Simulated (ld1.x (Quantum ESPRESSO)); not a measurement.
# Br (Z = 35): excitation energies, all-electron against TM

Br (Z = 35), norm-conserving Troullier–Martins (Kleinman–Bylander form), made with ld1.x (Quantum ESPRESSO) 7.5 (PW91, scalar-relativistic). Core [Ar] 3d10, reference 4s2 4p5. Waves: 4s (bound): rc 1.40 bohr; 4d channel at 0.05 Ry: rc 1.35 bohr; 4p (bound): rc 1.45 bohr. Local part: the p channel. Core correction: a·sin(br)/r model core, default radius (core density twice the valence density).

Energies are relative to the spin-unpolarised reference configuration 4s2 4p5; without spin polarisation the order of configurations can differ from experiment.

```json
{"valence configuration": "4s2 4p4", "charge": "+1", "ΔE all-electron (eV)": "12.611", "error AE − PS (meV)": "-1.5"}
{"valence configuration": "4s1 4p5", "charge": "+1", "ΔE all-electron (eV)": "25.638", "error AE − PS (meV)": "-6.1"}
{"valence configuration": "4s2 4p1", "charge": "+4", "ΔE all-electron (eV)": "115.660", "error AE − PS (meV)": "-89"}
{"valence configuration": "4s2 4p4.5", "charge": "+0.5", "ΔE all-electron (eV)": "5.102", "error AE − PS (meV)": "-0.7"}
{"valence configuration": "4s2 4p5.3", "charge": "-0.3", "ΔE all-electron (eV)": "-1.978", "error AE − PS (meV)": "+0.4"}
```

(1) What are ΔE and the potential's error for 4s2 4p3?

(2) What are ΔE and the potential's error for 4s2 4p2?

Levels in the configuration 4s2 4p3:

```csv
level,all-electron (eV),pseudo (eV)
4s,-41.939,-41.946
4p,-28.306,-28.311
```

Note: ghost state, extra bound levels that the all-electron valence spectrum of the same l lacks: d at -45.6 eV. A true bound ghost makes a file unfit for plane-wave use.

Answers

(1) ΔE = 35.443 eV all-electron; the error (AE − PS) is -6.5 meV.

(2) ΔE = 69.517 eV all-electron; the error (AE − PS) is -27 meV.
